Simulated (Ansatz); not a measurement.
`N#C[Si](F)(F)Cl` → C• + Cl• + 2 F• + N• + Si•  (atomization)

Program: Ansatz. Geometries: PBE0-D4/def2-TZVP. ΔE: electronic, gas phase. CCSD(T)/CBS adds triple-zeta CCSD(T) − MP2 to the extrapolated MP2 energy (def2 sets, frozen cores). This one scheme is used for every species, atoms too. No spin–orbit coupling; open shells (•) take unrestricted orbitals. Spin–orbit coupling would lower the free atoms: a little for C, Cl, F, Si.

`N#C[Si](F)(F)Cl`:

Cartesian coordinates in Å:
```
N -1.602 1.282 -1.349
C -0.858 0.651 -0.738
Si 0.327 -0.327 0.249
F 1.430 -0.879 -0.718
F -0.443 -1.536 0.881
Cl 1.146 0.810 1.675
```

| species | CCSD(T)/CBS(def2) energy (Eh) |
| --- | --- |
| `N#C[Si](F)(F)Cl` | -1041.37860 |
| C• | -37.79194 |
| Cl• | -459.70966 |
| F• | -99.66871 |
| N• | -54.53257 |
| Si• | -288.94402 |

**Question.** Work out ΔE.

**Answer.** ΔE = 2 × (-99.66871) + (-37.79194) + (-459.70966) + (-54.53257) + (-288.94402) − (-1041.37860) = 1.06299 Eh = +2790.9 kJ/mol.

Largest T1 diagnostic among the species: 0.012.

From BLYP to BHLYP (50 % exact exchange), in def2-TZVPP and without D4, ΔE moves by −160.2 kJ/mol: exact exchange takes away binding that semilocal exchange gives to molecules. The D4 term adds +28.0 kJ/mol with B3LYP and +14.5 kJ/mol with PBE0; it sums over pairs of atoms, weighted by their polarisabilities, and B3LYP, whose exchange is more repulsive, gets the larger term.

B3LYP here is the variant with VWN-RPA as its local correlation; programs differ in this.

For atomizations the MP2-based limit and the directly extrapolated one differ by several kJ/mol either way, and by 10 to 25 for some Ge, Se and Sn compounds, so smaller differences from it don't rank the levels.
